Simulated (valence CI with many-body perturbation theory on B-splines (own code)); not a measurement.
Values are calculated unless marked as measured or tabulated.
## Hyperfine factors and g values of Ce51+

Method: valence CI with perturbative core correlation (CI+MBPT): five valence electrons over a frozen Dirac-Fock core [He], a basis of 11 s, 11 p, 10 d, 8 f, 5 g, 2 h functions for each j, with the one-electron correlation potential Σ1, the two-electron term Σ2, the three-electron term Σ3, Breit, model QED; selected CI, second order for the rest, scaled by the run's own slope (own B-spline code, finite nucleus).

No measured spectrum was set against this ion. As an estimate, large intervals hold to a few tenths of a per cent, small ones and those within an open d or f shell to about a per cent. Among the levels kept, up to 7000 cm⁻¹ of a level comes from second order outside the variational space, and about a tenth of that is noise between levels of different J, which matters for small intervals.

A/g_I is the dipole constant over the nuclear g factor μ/I (μ in nuclear magnetons, uniformly magnetised nucleus), B/Q the quadrupole constant per barn. Both hold the static response of the core; the bare values leave it out. Large factors of s and p1/2 electrons are usually good to 5 to 10 %; those of open d and f shells near neutrality can be off by tens of per cent, and small factors of p3/2, d and f electrons come from cancelling terms and can be off by a factor of two or in sign, in half-filled shells by more. B is blank for J = 1/2, where it vanishes, and for nearly pure S terms. Energies count from the lowest level.

Levels are named by their leading jj configuration (3d3/2^4 stands for four electrons in 3d with j = 3/2), which in mixed levels can hold well under half, so a name can repeat and another be missing. Letters in brackets count levels of one name in rising energy.

| Level | E (eV) | g | A/g_I (MHz) | A/g_I bare | B/Q (MHz/b) | B/Q bare |
| --- | --- | --- | --- | --- | --- | --- |
| (2s^2 2p1/2^2 2p3/2) J=3/2 | 0.0 | 1.346 | 363000 | 373000 | 680000 | 682000 |
| (2s^2 2p1/2 2p3/2^2) J=3/2 | 448.7 | 1.441 | -69700 | -55500 | 74900 | 75000 |
| (2s^2 2p1/2 2p3/2^2) J=5/2 | 469.7 | 1.177 | 828000 | 832000 | -2670 | -2670 |
| (2s^2 2p1/2 2p3/2^2) J=1/2 | 504.8 | 0.637 | 2630000 | 2620000 |  |  |
| (2s 2p1/2^2 2p3/2^2) J=5/2 | 689.7 | 1.472 | 1910000 | 1900000 | 166000 | 166000 |
| (2s 2p1/2^2 2p3/2^2) J=1/2 | 765.6 | 2.068 | 8020000 | 7930000 |  |  |
| (2s 2p1/2^2 2p3/2^2) J=3/2 | 767.1 | 1.192 | -1150000 | -1110000 | -150000 | -150000 |
| (2s^2 2p3/2^3) J=3/2 | 954.8 | 1.286 | 387000 | 396000 | -757000 | -759000 |
| (2s 2p1/2 2p3/2^3) J=3/2 [a] | 1159.7 | 1.569 | 1910000 | 1900000 | -561000 | -562000 |
| (2s 2p1/2 2p3/2^3) J=5/2 | 1194.4 | 1.283 | 2390000 | 2370000 | -888000 | -890000 |
| (2s 2p1/2 2p3/2^3) J=1/2 | 1236.2 | 1.399 | -2790000 | -2730000 |  |  |
| (2s 2p1/2 2p3/2^3) J=3/2 [b] | 1246.9 | 1.043 | 128000 | 146000 | -158000 | -158000 |
| (2p1/2^2 2p3/2^3) J=3/2 | 1513.1 | 1.313 | 356000 | 374000 | -716000 | -717000 |
| (2s 2p3/2^4) J=1/2 | 1702.0 | 1.801 | 8100000 | 7990000 |  |  |
| (2p1/2 2p3/2^4) J=1/2 | 1984.6 | 0.637 | 2640000 | 2610000 |  |  |
| (2s^2 2p1/2^2 3s) J=1/2 | 5322.5 | 2.010 | 2310000 | 2280000 |  |  |
| (2s^2 2p1/2^2 3p1/2) J=1/2 | 5395.4 | 0.654 | 759000 | 755000 |  |  |
| (2s^2 2p1/2^2 3p3/2) J=3/2 | 5541.6 | 1.329 | 107000 | 110000 | 196000 | 197000 |
| (2s^2 2p1/2^2 3d3/2) J=3/2 | 5610.7 | 0.785 | 62300 | 62200 | 32100 | 32400 |
| (2s^2 2p1/2^2 3d5/2) J=5/2 | 5657.2 | 1.195 | 23200 | 23300 | 24000 | 24500 |
| (2s^2 2p1/2 2p3/2 3s) J=3/2 [a] | 5778.9 | 1.666 | 569000 | 573000 | 456000 | 457000 |
| (2s^2 2p1/2 2p3/2 3s) J=1/2 | 5786.7 | 1.299 | -1010000 | -987000 |  |  |
| (2s^2 2p1/2 2p3/2 3s) J=5/2 | 5796.6 | 1.327 | 1220000 | 1220000 | 641000 | 642000 |
| (2s^2 2p1/2 2p3/2 3s) J=3/2 [b] | 5801.5 | 0.976 | 751000 | 759000 | 390000 | 391000 |
| (2s^2 2p1/2 2p3/2 3p1/2) J=1/2 | 5851.2 | 1.725 | -501000 | -478000 |  |  |
| (2s^2 2p1/2 2p3/2 3p1/2) J=3/2 [a] | 5857.0 | 1.139 | 559000 | 564000 | 134000 | 135000 |
| (2s^2 2p1/2 2p3/2 3p1/2) J=5/2 | 5869.5 | 1.068 | 910000 | 912000 | 634000 | 635000 |
| (2s^2 2p1/2 2p3/2 3p1/2) J=3/2 [b] | 5896.9 | 1.330 | 557000 | 566000 | 674000 | 675000 |
| (2s 2p1/2^2 2p3/2 3s) J=5/2 | 5975.2 | 1.530 | 1210000 | 1200000 | 759000 | 760000 |
| (2s^2 2p1/2 2p3/2 3p3/2) J=1/2 [a] | 5992.5 | 1.603 | -668000 | -654000 |  |  |
| (2s^2 2p1/2 2p3/2 3p3/2) J=3/2 [a] | 5999.2 | 1.146 | 1140000 | 1130000 | -371000 | -372000 |
| (2s 2p1/2^2 2p3/2 3s) J=3/2 [a] | 6000.2 | 1.458 | 1320000 | 1310000 | 168000 | 168000 |
| (2s^2 2p1/2 2p3/2 3p3/2) J=5/2 [a] | 6002.1 | 1.494 | 960000 | 959000 | 576000 | 577000 |
| (2s^2 2p1/2 2p3/2 3p3/2) J=7/2 | 6006.4 | 1.232 | 585000 | 589000 | 850000 | 851000 |
| (2s^2 2p1/2 2p3/2 3p3/2) J=3/2 [b] | 6025.5 | 1.424 | 852000 | 855000 | 290000 | 291000 |
| (2s^2 2p1/2 2p3/2 3p3/2) J=5/2 [b] | 6028.2 | 1.211 | 760000 | 762000 | 140000 | 141000 |
| (2s^2 2p1/2 2p3/2 3p3/2) J=1/2 [b] | 6036.9 | 0.658 | 1760000 | 1760000 |  |  |
| (2s 2p1/2^2 2p3/2 3p1/2) J=3/2 [a] | 6064.9 | 1.480 | 1790000 | 1780000 | 231000 | 231000 |
| (2s 2p1/2^2 2p3/2 3p1/2) J=5/2 | 6065.4 | 1.299 | 1490000 | 1480000 | 567000 | 568000 |
| (2s 2p1/2^2 2p3/2 3s) J=1/2 | 6067.5 | 0.786 | -1840000 | -1800000 |  |  |
